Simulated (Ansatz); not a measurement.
Q: Name a neutral molecule of C, N, Se, Si and H with size of the dipole moment (ωB97M-V/def2-TZVPP) between 1.70 and 2.00 D and HOMO–LUMO gap (PBE0/def2-TZVPP) between 5.60 and 5.90 eV (Ansatz, PBE0-D4/def2-TZVP geometry).

A: `N=C=C([SiH3])[SeH]` (1.96 D, 5.73 eV). Other molecules can fit too; these were computed, each in one conformer that needn't be the lowest.
